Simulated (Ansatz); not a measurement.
The cluster Ge2S2. Charge 0, multiplicity 1. Geometry PBE0-D4/def2-SVP.

```xyz
4

Ge    1.170    0.388    0.874
Ge   -1.334   -0.544   -0.457
S     0.780   -1.397   -0.487
S    -0.616    1.553    0.070
```

The structure comes from a short search, and lower isomers may exist.

Question: Estimate the orbital energies around the gap (eV) in Ansatz with PBE-D4/def2-SVP, PBE-D4/def2-TZVP, r2SCAN-D4/def2-TZVP, PBE0-D4/def2-TZVP, PBE0-D4/def2-TZVPD.

Answer: 
```csv
orbital,PBE-D4/def2-SVP,PBE-D4/def2-TZVP,r2SCAN-D4/def2-TZVP,PBE0-D4/def2-TZVP,PBE0-D4/def2-TZVPD
HOMO−9,-18.56,-18.45,-19.32,-20.78,-20.81
HOMO−8,-16.85,-16.83,-17.63,-19.04,-19.07
HOMO−7,-12.47,-12.41,-12.89,-13.96,-13.98
HOMO−6,-11.24,-11.27,-11.68,-12.75,-12.78
HOMO−5,-8.61,-8.55,-8.95,-9.78,-9.81
HOMO−4,-7.76,-7.76,-8.13,-8.99,-9.02
HOMO−3,-7.33,-7.31,-7.63,-8.33,-8.36
HOMO−2,-7.18,-7.20,-7.54,-8.31,-8.34
HOMO−1,-6.01,-6.08,-6.39,-7.19,-7.22
HOMO,-5.66,-5.67,-5.91,-6.60,-6.62
LUMO,-3.49,-3.51,-3.52,-2.79,-2.83
LUMO+1,-3.06,-3.14,-3.13,-2.45,-2.49
LUMO+2,-1.41,-1.50,-1.31,-0.75,-0.94
LUMO+3,-1.08,-1.36,-1.14,-0.58,-0.83
LUMO+4,0.19,-0.02,0.18,0.82,0.31
LUMO+5,0.33,0.05,0.38,0.89,0.64
```
